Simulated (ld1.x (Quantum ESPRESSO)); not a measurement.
# calcium, TM semilocal: configuration errors across variants

| Item | Value |
| --- | --- |
| Element | calcium |
| Generator | ld1.x (Quantum ESPRESSO) 7.5 |
| Type | norm-conserving Troullier–Martins (semilocal form) |
| Functional | LDA (PZ) |
| Relativity | scalar-relativistic |
| Frozen core | [Ne] 3s2 |
| Valence charge | 8 |
| Reference configuration | 3p6 3d0 4s2 4p0 |
| Partial waves | 4s (bound): rc 3.70 bohr; 3p (bound): rc 1.85 bohr; 3d (bound, empty): rc 1.55 bohr |
| Local potential | the d channel |
| Core correction | Bessel-smoothed model core inside 1.10 bohr |

All-electron excitation energies from the reference (eV): (1) 3p6 3d0 4s1 4p0 6.463; (2) 3p6 3d0 4s0 4p0 18.413; (3) 3p6 3d0 4s1.5 4p0 2.567; (4) 3p6 3d0 4s1 4p1 2.491; (5) 3p6 3d0 4s0 4p2 5.117; (6) 3p6 3d1 4s1 4p0 2.242; (7) 3p6 3d1 4s0 4p0 7.799; (8) 3p6 3d0 4s1 4p0 spin 6.255; (9) 3p6 3d0 4s1.5 4p0 spin 2.528.

Spin tests fill each open shell by Hund’s rule, majority spin first.

In the semilocal form every listed channel keeps its own potential, so the choice of the local channel does not act on these tests. It acts once the file is put into the separable form.

A semilocal file is local in each channel, so a ghost entry of none says nothing of the separable form that plane-wave codes build from it.

2 further variants failed, have other tests or too few solved ones, and are left out.

A true bound ghost makes a file unfit for plane-wave use even where its test errors are small: the radial tests pick states by their node count and pass the ghost by.

Errors AE − PS in meV (a dash: test not solved or not reliable):

```csv
change,(1),(2),(3),(4),(5),(6),(7),(8),(9),bound ghosts
base,+3.4,-9.5,+0.9,+9.2,+15,-32,-82,+1.3,+0.7,none
wave 3p (bound): rc 1.85 bohr becomes 3p (bound): rc 2.58 bohr,+3.3,-10,+0.9,-104,-248,-38,-92,+1.1,+0.7,none
"all radii but the core radius scaled by about 1.06 (s 3.90, p 1.96, d 1.64 bohr)",+3.2,-23,+1.0,+4.2,+0.1,-25,-69,-0.7,+0.5,none
core correction Bessel-smoothed model core inside 0.64 bohr,+3.4,-9.6,+0.9,+9.1,+14,-32,-82,+1.3,+0.7,none
"form changed from semilocal to separable (Kleinman–Bylander), still TM",+5.6,-9.6,+1.4,-4.4,-18,-32,-83,+2.7,+1.2,s
wave 3d (bound): rc 1.55 bohr becomes 3d (bound): rc 2.34 bohr,+3.4,-9.5,+0.9,+9.1,+15,-15,-44,+1.3,+0.7,none
wave 3p (bound): rc 1.85 bohr becomes 3p (bound): rc 1.14 bohr,+3.4,-9.5,+0.9,+1.8,-2.5,-33,-83,+1.3,+0.7,none
core correction Bessel-smoothed model core inside 0.66 bohr,+3.4,-9.6,+0.9,+9.2,+15,-32,-82,+1.4,+0.8,none
```

(1) Give the same row for: wave 4s (bound): rc 3.70 bohr becomes 4s (bound): rc 5.40 bohr.

## Answers

(1) -4.5, -261, +1.9, -11, -87, +48, +20, -28, -1.4; bound ghosts: none.
